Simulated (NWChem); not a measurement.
System: AlH$_{3}$; SMILES [AlH3]

NWChem input:

```
start job
memory heap 200 mb stack 900 mb global 1100 mb
geometry units angstroms noautoz
  Al     0.000000     0.000000     0.000000
  H      1.121447     1.121447     0.000000
  H      0.410478    -1.531925     0.000000
  H     -1.531925     0.410478     0.000000
end
basis spherical
  * library def2-tzvp
end
dft
  xc m06
  iterations 150
  mulliken
end
task dft energy
```

Structure relaxed at the PBE0-D3(BJ)/def2-TZVP level.

Problem. What results follow from this input? (M06/def2-TZVP.) Quantities: energy (Ha); highest occupied level (eV); orbital gap (eV).

Solution. 
| Property | Result |
|---|---|
| energy (Ha) | -244.19 |
| highest occupied level (eV) | -8.54 |
| orbital gap (eV) | 6.74 |
